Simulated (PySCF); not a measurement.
r2SCAN0 single point of singlet MoOF₄ at its PBE0 minimum.

Input, equivalent to the run apart from its starting density:

```python
from pyscf import gto, scf, dft
mol = gto.M(atom='''
Mo    -0.000000     0.000000     0.055057
O     -0.000000     0.000000     1.691173
F      1.768457    -0.000000    -0.424139
F      0.000000     1.768457    -0.424139
F     -1.768457     0.000000    -0.424139
F     -0.000000    -1.768457    -0.424139''',
    basis={'Mo': 'def2-SVP', 'O': 'def2-SVP', 'F': 'def2-SVP'},
    ecp={'Mo': 'def2-SVP'},
    charge=0, spin=0)
mf = dft.RKS(mol, xc='HYB_MGGA_XC_R2SCAN0')
mf.grids.atom_grid = (90, 434)
aux = {'Mo': 'def2-universal-JKFIT', 'O': 'def2-universal-JKFIT', 'F': 'def2-universal-JKFIT'}
mf = mf.density_fit(auxbasis=aux)
mf.conv_tol = 1e-08
mf.diis_space = 10
mf.max_cycle = 60
mf.verbose = 4
mf.kernel()
```

Excerpt of the output:

```
init E= -542.328132196946
  HOMO = -0.455901488208103  LUMO = -0.185293763640377  gap/eV = 7.36361
cycle= 1 E= -542.32717564804  delta_E= 0.000957  |g|= 0.102  |ddm|= 0.148
  HOMO = -0.454018565134515  LUMO = -0.210493140326509  gap/eV = 6.62666
cycle= 2 E= -542.314797812014  delta_E= 0.0124  |g|= 0.275  |ddm|= 0.241
  HOMO = -0.458890073131249  LUMO = -0.193472497454014  gap/eV = 7.22238
cycle= 3 E= -542.328845708749  delta_E= -0.014  |g|= 0.0442  |ddm|= 0.18
  HOMO = -0.456808765250426  LUMO = -0.193464801980003  gap/eV = 7.16595
cycle= 4 E= -542.329231226189  delta_E= -0.000386  |g|= 0.00158  |ddm|= 0.0293
  HOMO = -0.456513103441768  LUMO = -0.19296128882425  gap/eV = 7.17161
cycle= 5 E= -542.329231789464  delta_E= -5.63e-07  |g|= 0.000432  |ddm|= 0.00187
  HOMO = -0.456564026119045  LUMO = -0.193018516230872  gap/eV = 7.17144
cycle= 6 E= -542.329231837004  delta_E= -4.75e-08  |g|= 0.000105  |ddm|= 0.00047
  HOMO = -0.456561895170207  LUMO = -0.193021200992934  gap/eV = 7.17131
cycle= 7 E= -542.329231839339  delta_E= -2.33e-09  |g|= 2.54e-05  |ddm|= 8.92e-05
  HOMO = -0.456561002404949  LUMO = -0.193027101598563  gap/eV = 7.17112
Extra cycle  E= -542.32923183869  delta_E= 6.49e-10  |g|= 6.35e-05  |ddm|= 5.67e-05
converged SCF energy = -542.32923183869
```

This run, together with those of the ionised and electron-attached species (not shown), took 65 s on 2 threads of a shared Intel Xeon @ 2.50GHz (Skylake/Cascade Lake) host, with 101 basis functions; the process peaked at 1.4 GiB. Launch command: `OMP_NUM_THREADS=2 python axn.py task.json out`.
